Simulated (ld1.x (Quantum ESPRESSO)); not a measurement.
W (Z = 74): one change to a TM potential, before and after

| Quantity | Value |
| --- | --- |
| Element | W (Z = 74) |
| Generator | ld1.x (Quantum ESPRESSO) 7.5 |
| Type | norm-conserving Troullier–Martins (Kleinman–Bylander form) |
| Functional | PBEsol |
| Relativity | scalar-relativistic |
| Frozen core | [Kr] 4d10 4f14 5s2 |
| Valence charge | 12 |
| Reference configuration | 5p6 5d4 6s2 6p0 |
| Partial waves | 6s (bound): rc 2.50 bohr; 5d (bound): rc 1.50 bohr; 5f channel at 0.25 Ry: rc 1.90 bohr; 5p (bound): rc 1.45 bohr |
| Local potential | the p channel |
| Core correction | a·sin(br)/r model core inside 1.00 bohr |

Change: all radii but the core radius scaled by about 0.75 (s 1.86, p 1.08, d 1.12, f 1.42 bohr).

Cutoffs: the cutoffs (Ry, on a coarse ladder) from which the occupation-weighted sum of valence levels, in a spherical-Bessel basis at the reference potential, stays within 10 and 1 mRy of its value at 400 Ry; they do not see the model core or the augmentation charge, which bear on the density cutoff. Errors are all-electron minus pseudo energies relative to the spin-unpolarised reference configuration.

**Question.** How do hardness, ghosts and transferability respond?

**Answer.** The potential gets harder (80 Ry and 110 Ry → 120 Ry and 200 Ry); the bound ghosts move from s to f, s; the number of tests that count goes from 6 to 7; of the 6 tests that both files solve, the error grows in 3 and shrinks in 3 by more than 15 % and 0.3 meV (median size 16.5 → 29.2 meV). A smaller radius makes the pseudo-wave follow the all-electron one further in, where it bends more sharply, so more plane waves are needed.

| quantity | base | changed |
| --- | --- | --- |
| cutoff, loose | 80 Ry | 120 Ry |
| cutoff, tight | 110 Ry | 200 Ry |
| loose cutoff by channel (10 mRy a level) | s 10 Ry, d 25 Ry, p 45 Ry | s 15 Ry, d 100 Ry, p 55 Ry |
| bound ghosts | s | f, s |
| largest miss of a reference level, eV | 0.00 | 0.12 |
| tests counted (converged, no solver errors) | 6 of 7 | 7 of 7 |
| error for 5p6 5d4 6s1 6p0, meV [ΔE 8.92 eV] | -12 | -34 |
| error for 5p6 5d4 6s0 6p0, meV [ΔE 24.62 eV] | -41 | -25 |
| error for 5p6 5d3 6s0 6p0, meV [ΔE 50.02 eV] | -7.5 | -36 |
| error for 5p6 5d4 6s0 6p1, meV [ΔE 14.44 eV] | +20 | +9.2 |
| error for 5p6 5d2 6s0 6p0, meV [ΔE 87.25 eV] | -13 | -117 |
| error for 5p6 5d4 6s0 6p2, meV [ΔE 9.34 eV] | +45 | +23 |

Base: Tests not counted: 5p6 5d3 6s2 6p0 (solver errors, printed error -14.3 eV). These tests converged, but a pseudo level misses the all-electron one widely, so the file describes the atom poorly there or has found another state: 5p6 5d3 6s0 6p0: empty 6s by 3.5 eV (a node warning on the way). A true bound ghost makes a file unfit for plane-wave use even where its test errors are small: the radial tests pick states by their node count and pass the ghost by. Where a test does run into it, the solver fails or the error is huge.
